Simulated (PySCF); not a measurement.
Sn(H)(F)2(OMe) (CH4F2OSn), SMILES C[O][SnH]([F])[F]. Atoms are numbered in the order given.

```xyz
9

Sn     0.3956     0.2789     0.0000
F      0.7896    -0.8653    -1.5113
F      0.7896    -0.8653     1.5113
O     -1.5393     0.6151     0.0000
C     -2.4667    -0.4601     0.0000
H      1.3318     1.6942     0.0000
H     -2.3663    -1.0990     0.8961
H     -3.4795    -0.0259     0.0000
H     -2.3663    -1.0990    -0.8961
```

Geometry: B3LYP-D3(BJ)/def2-SVP. The structure was generated by enumeration; whether it is a known compound was not checked. The def2 effective core potentials stand for the cores of Sn; spin–orbit coupling is left out. Other conformers were not sampled.

Computed with TDA-PBE0/def2-SVPD in PySCF.

Vertical excitations. Isolated molecule, no solvent. State labels are in the subgroup Cs.

Computed UV-visible absorptions:
| state | symmetry | energy (eV) | λ (nm) | f | main pairs |
|---|---|---|---|---|---|
| S1 | A" | 5.10 | 243 | 0.006 | HOMO→LUMO 98 % |
| S2 | A' | 6.05 | 205 | 0.070 | HOMO−1→LUMO 87 % |
| S3 | A" | 7.04 | 176 | 0.004 | HOMO→LUMO+2 97 % |
| S4 | A' | 7.16 | 173 | 0.077 | HOMO→LUMO+1 85 % |
| S5 | A" | 7.35 | 169 | 0.000 | HOMO−1→LUMO+1 92 % |
| S6 | A' | 7.54 | 164 | 0.027 | HOMO−1→LUMO+2 72 %, HOMO−2→LUMO 16 % |
| S7 | A" | 7.54 | 164 | 0.017 | HOMO−3→LUMO 90 % |
| S8 | A" | 7.60 | 163 | 0.000 | HOMO−4→LUMO 92 % |
| S9 | A' | 7.68 | 161 | 0.106 | HOMO−2→LUMO 56 %, HOMO−6→LUMO 16 %, HOMO−1→LUMO+2 16 % |
| S10 | A' | 7.86 | 158 | 0.052 | HOMO−5→LUMO 83 % |
| T1 | A" | 4.69 | 265 | 0 | HOMO→LUMO 94 % |
| T2 | A' | 5.14 | 241 | 0 | HOMO−1→LUMO 93 % |
| T3 | A' | 6.42 | 193 | 0 | HOMO−2→LUMO 83 % |
| T4 | A' | 6.59 | 188 | 0 | HOMO→LUMO+1 88 % |
Triplets are in the Tamm–Dancoff approximation.
